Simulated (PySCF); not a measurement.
Ge(H)2(Et)(NH2) (C2H9GeN), SMILES [NH2][GeH2][CH2]C. Atoms are numbered in the order given.

```xyz
13

Ge     0.5080    -0.3521     0.3136
N      1.3161     1.0197    -0.6409
C     -1.3288    -0.5245    -0.3690
C     -2.1016     0.7974    -0.3457
H      1.3495    -1.6171     0.0345
H      0.4672    -0.1011     1.8502
H      0.9818     1.9490    -0.3889
H      2.3319     1.0293    -0.5603
H     -1.2559    -0.9129    -1.3981
H     -1.8453    -1.2949     0.2280
H     -2.1897     1.2012     0.6770
H     -3.1248     0.6793    -0.7392
H     -1.6004     1.5603    -0.9636
```
Charge 0, spin multiplicity 1.

Geometry: B3LYP-D3(BJ)/def2-SVP. The values are those of a single conformer.

Method: PySCF with B3LYP-D3(BJ)/def2-SVP.

Frequencies are harmonic and unscaled.

Computed harmonic wavenumbers and intensities:
```
mode  ν (cm⁻¹)  IR (km/mol)  Raman (Å⁴/amu)  depolarisation  moving atoms (share of kinetic energy)
----  --------  -----------  --------------  --------------  --------------------------------------
1           57          0.7             0.2            0.74                  H 41 %, C 30 %, N 25 %
2          146         24.1             0.9            0.73                                  H 86 %
3          170          8.6             0.6            0.74                  H 49 %, N 27 %, C 20 %
4          224          0.7             0.6            0.47                          H 64 %, C 27 %
5          285          7.1             0.8            0.38                 H 58 %, C 24 %, Ge 12 %
6          479         30.3             4.3            0.46                 H 78 %, Ge 11 %, C 10 %
7          543        108.6             5.5            0.75                          H 72 %, N 16 %
8          578         45.1            19.8            0.15          C 45 %, H 35 %, N 12 %, Ge 8 %
9          654         42.4            13.2            0.58                  H 61 %, N 24 %, Ge 9 %
10         688          2.9             9.2            0.59                          H 62 %, N 30 %
11         701         73.8             1.9            0.74                   H 74 %, C 11 %, N 9 %
12         792        119.3            13.0            0.71                                  H 92 %
13         878         86.7            20.2            0.72                                  H 98 %
14         917         35.2             6.5            0.72                          H 88 %, N 11 %
15         974          3.8             3.9            0.65                          H 77 %, C 23 %
16         984          7.4             4.8            0.69                          H 81 %, C 19 %
17        1046         10.3             5.4            0.63                          C 65 %, H 35 %
18        1246          0.8             6.7            0.20                          H 66 %, C 34 %
19        1251          2.0             4.1            0.63                          H 78 %, C 22 %
20        1394          1.0             4.5            0.68                          H 81 %, C 19 %
21        1437          2.2            12.8            0.75                           H 91 %, C 9 %
22        1475          3.4            15.9            0.73                                  H 96 %
23        1482          5.8            17.2            0.75                                  H 97 %
24        1557         20.5             5.5            0.67                           H 92 %, N 8 %
25        2049        192.6           164.3            0.21                                  H 99 %
26        2120        150.7           164.9            0.24                                  H 99 %
27        3018         34.0           140.3            0.03                                  H 97 %
28        3041         13.1           118.3            0.14                                  H 95 %
29        3086          4.7           128.2            0.73                           H 91 %, C 9 %
30        3093         23.5           110.2            0.62                           H 91 %, C 9 %
31        3106         32.5             8.2            0.75                          H 90 %, C 10 %
32        3518          6.4           132.5            0.11                                  H 96 %
33        3605          8.4            81.8            0.73                           H 92 %, N 8 %
```
